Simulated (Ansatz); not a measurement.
Input file for Ansatz (a program for electronic structure): R-wB97X-V/def2-TZVPPD on CH8SSi (a complex), monomers drawn apart or pushed together. Files ending in .json are basis or fitting sets from the Basis Set Exchange.

Ansatz 0.2 input:
```yaml
crystal:
  periodic: [false, false, false]
  atoms:
    - {symbol: S, position_ang: [-0.00899415, -0.53450535, 0.30545501]}
    - {symbol: H, position_ang: [-0.02062415, -1.57213420, 1.15728415]}
    - {symbol: H, position_ang: [-1.14679066, -0.03469494, 0.81338900]}
    - {symbol: C, position_ang: [1.10556918, 0.98167008, 3.44855309]}
    - {symbol: Si, position_ang: [-0.41305350, -0.05139873, 3.81249242]}
    - {symbol: H, position_ang: [1.96416935, 0.62594335, 4.02101433]}
    - {symbol: H, position_ang: [0.93572036, 2.02795402, 3.70908789]}
    - {symbol: H, position_ang: [1.35252764, 0.92672738, 2.38742397]}
    - {symbol: H, position_ang: [-0.18464050, -1.47411872, 3.45587592]}
    - {symbol: H, position_ang: [-1.58094509, 0.42930498, 3.03247333]}
    - {symbol: H, position_ang: [-0.76731734, 0.00903468, 5.25197972]}
basis:
  gaussian:
    orbitals: def2-TZVPPD.json
hamiltonian:
  xc: {name: wB97X-V}
scf: {lower_state_search: off}
```

Question: Predict the final total energy.

Answer: -730.5171 hartree.

Question: How many basis functions does it have, and what does it roughly cost on one machine?

Answer: 272 functions; very roughly 15 core-seconds.
